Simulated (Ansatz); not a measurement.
Input file for Ansatz (a first-principles code): U-CCSD(T)/cc-pVTZ on BeH2Se (SMILES [BeH][SeH]), a point of a bond scan (R = 2.212 Å). The run froze 15 orbitals, filled d shells among them.

Ansatz 0.2 input:
```yaml
crystal:
  periodic: [false, false, false]
  atoms:
    - {symbol: Be, position_ang: [-0.68973544, -0.76066788, -1.41803736]}
    - {symbol: H, position_ang: [-1.20927000, -1.34114003, -2.49064135]}
    - {symbol: Se, position_ang: [0.09181580, 0.16025393, 0.22400564]}
    - {symbol: H, position_ang: [1.22380369, -1.67735985, 0.70789583]}
basis:
  gaussian:
    orbitals: cc-pVTZ
correlation: {method: ccsd_t, electrons: outside_noble_gas}
scf: {omitted_lower_state_checks: [cluster_reference]}
magnetization: {spin_polarized: true, initial_magnetization: 0}
```

Q: What total energy does the run end on?

A: -2415.8878 hartree (reference determinant -2415.6472, T1 diagnostic 0.082). Its determinant has ⟨S²⟩ = 0.61, a mixture of spin states.

Q: How many basis functions does it have, and what does it roughly cost on one machine?

A: 101 functions; very roughly 10 core-seconds.
